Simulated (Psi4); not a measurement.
P₂, charge +1, doublet, geometry from GFN2-xTB (a state made from the parent by changing its charge; the spin is typed, not shown lowest). Base run: HF/3-21G (Psi4).

Here is a job for Psi4.
```
memory 2 GB

molecule mol {
1 2
  P    -0.000000   -0.000000   -0.984896
  P     0.000000    0.000000    0.984896
}

set basis 3-21g
set reference uhf

energy('scf')
print_variables()
```

Each row names what was changed in the base input (with any setting that the change needs).

```csv
change,ΔE vs base (mEh),SCF cycles,basis functions,outcome
base,0.000,7,26,converged
scf_initial_accelerator = none,0.000,7,26,converged
diis_max_vecs = 15,0.000,7,26,converged
level_shift = 1.0,0.000,7,26,converged
guess = sadno,0.000,8,26,converged
scf_type = pk,-0.082,7,26,converged
scf_type = dfdirj+cosx,0.342,8,26,converged
level_shift = 0.3,0.000,7,26,converged
guess = core,162.7,9,26,another SCF solution
guess = huckel,0.000,8,26,converged
e_convergence = 1e-10,0.000,8,26,converged
soscf = true,0.000,5,26,converged
puream = true,-0.064,7,26,converged
```

A guess, shift, damping, solver or small numerical setting can't move a converged solution much, so rows marked as another SCF solution ended in a different state.

Open shells are given as the SCF converged; they aren't shown to be the lowest states, and a large step between rows can be another state.
